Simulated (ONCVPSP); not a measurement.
Configuration tests for germanium (ONCV)

* Element: germanium
* Generator: ONCVPSP 4.0.1
* Type: optimised norm-conserving Vanderbilt (ONCV)
* Functional: PBE
* Relativity: scalar-relativistic
* Frozen core: [Ne]
* Valence charge: 22
* Reference configuration: 3s2 3p6 3d10 4s2 4p2
* Partial waves: 3s+4s: rc 1.05 bohr, ncon 4, nbas 7, qcut 10.4 1/bohr, 2 projectors; 3p+4p: rc 1.30 bohr, ncon 3, nbas 8, qcut 8.6 1/bohr, 2 projectors; 3d: rc 1.30 bohr, ncon 4, nbas 9, qcut 10.7 1/bohr, 2 projectors, debl 2.1 Ha
* Local potential: polynomial inside 0.90 bohr (lpopt 5, dvloc0 2 Ha)
* Core correction: Teter function, fcfact 4.25, rcfact 1.3

Energies are relative to the spin-unpolarised reference configuration 3s2 3p6 3d10 4s2 4p2; without spin polarisation the order of configurations can differ from experiment.

Question: Give the all-electron excitation energy and the error of the potential for: 3s2 3p6 3d10 4s2 4p1; 3s2 3p6 3d10 4s2 4p0; 3s2 3p6 3d10 4s1 4p0; 3s1 3p6 3d10 4s2 4p2.

Answer:

| valence configuration | charge | ΔE all-electron (eV) | error AE − PS (meV) |
| --- | --- | --- | --- |
| 3s2 3p6 3d10 4s2 4p1 | +1 | 7.444 | -1.0 |
| 3s2 3p6 3d10 4s2 4p0 | +2 | 22.883 | -3.3 |
| 3s2 3p6 3d10 4s1 4p0 | +3 | 57.675 | -13 |
| 3s1 3p6 3d10 4s2 4p2 | +1 | 178.786 | -803 |
